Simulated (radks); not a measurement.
Question: Isoelectronic series with 38 electrons, each ion in its NIST ground configuration. Calculated with a radial shooting solver on a logarithmic mesh with Libxc functionals: Dirac Kohn-Sham, PBE, spin-unpolarised, spherical densities, finite nucleus; open shells fill j = l - 1/2 first; Fermi nuclear charge, rms radius of each element as measured or else 0.836 A^(1/3) + 0.57 fm. Total energies (hartree) and orbital eigenvalues (hartree) (* marks an orbital that is empty in some or all of the ions):

ion    configuration  E (hartree)    5s1/2*      4p3/2      4p1/2      4s1/2
Sr          [Kr] 5s2  -3179.76593  -0.12957   -0.82478   -0.86741   -1.50242
Zr2+        [Kr] 4d2  -3598.18314  -0.58861   -1.70089   -1.76626   -2.53198
Nb3+        [Kr] 4d2  -3818.40407  -0.93824   -2.34662   -2.42716   -3.26486
Mo4+        [Kr] 4d2  -4045.90365  -1.34424   -3.07719   -3.17523   -4.08628
Tc5+        [Kr] 4d2  -4280.70166  -1.80235   -3.88534   -4.00329   -4.98866
Ru6+        [Kr] 4d2  -4522.81758  -2.31019   -4.76725   -4.90771   -5.96813
Rh7+        [Kr] 4d2  -4772.28267  -2.86626   -5.72059   -5.88634   -7.02243
Pd8+        [Kr] 4d2  -5029.12532  -3.46952   -6.74383   -6.93782   -8.15015
Ag9+        [Kr] 4d2  -5293.38098  -4.11923   -7.83587   -8.06126   -9.35035
Cd10+       [Kr] 4d2  -5565.08232  -4.81489   -8.99589   -9.25606  -10.62243
In11+       [Kr] 4d2  -5844.27278  -5.55609  -10.22328  -10.52186  -11.96600
Sb13+       [Kr] 4d2  -6425.27329  -7.17418  -12.87842  -13.26561  -14.86683
Te14+       [Kr] 4d2  -6727.16894  -8.05076  -14.30553  -14.74344  -16.42396

Estimate the row of Sn12+ ([Kr] 4d2).

Answer: E (hartree) -6130.98829; 5s1/2* -6.34259; 4p3/2 -11.51758; 4p1/2 -11.85841; 4s1/2 -13.38083.
